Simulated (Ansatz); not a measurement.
`C[CH2][Mg][F]` and `C[CH2][Cd][F]` differ in one element.

Ansatz, PBE0-D4/def2-TZVP geometries, multiplicity 1. Each molecule was computed in one conformer, which needn't be the lowest.

Elements past krypton have def2 core potentials.

| property | `C[CH2][Mg][F]` |
| --- | --- |
| ideal-gas entropy at 298 K and 1 bar (rigid rotor, harmonic PBE0-D4/def2-TZVP) / J/(mol·K) | 323 |
| HOMO energy (PBE0/def2-TZVPP) / eV | -6.95 |
| zero-point energy (PBE0-D4/def2-TZVP) / kJ/mol | 172.5 |
| HOMO–LUMO gap (PBE0/def2-TZVPP) / eV | 5.92 |
| size of the dipole moment (PBE/def2-TZVPP) / D | 2.21 |
| HOMO–LUMO gap (ωB97M-V/def2-TZVPP) / eV | 9.36 |

Give the same properties after the change, and the shifts. (Best estimate.)

The calculation gave: 
| property | `C[CH2][Cd][F]` | shift |
| --- | --- | --- |
| ideal-gas entropy at 298 K and 1 bar (rigid rotor, harmonic PBE0-D4/def2-TZVP) / J/(mol·K) | 331 | 8 |
| HOMO energy (PBE0/def2-TZVPP) / eV | -7.82 | -0.87 |
| zero-point energy (PBE0-D4/def2-TZVP) / kJ/mol | 174.3 | 1.8 |
| HOMO–LUMO gap (PBE0/def2-TZVPP) / eV | 7.02 | 1.10 |
| size of the dipole moment (PBE/def2-TZVPP) / D | 3.61 | 1.40 |
| HOMO–LUMO gap (ωB97M-V/def2-TZVPP) / eV | 10.71 | 1.35 |

With PBE0 the HOMO falls by 0.87 eV and the LUMO rises by 0.22 eV, so the gap widens by about 1.09 eV. PBE moves the HOMO by -0.96 eV and ωB97M-V by -0.78 eV. Dipoles are sizes alone; their direction can turn.
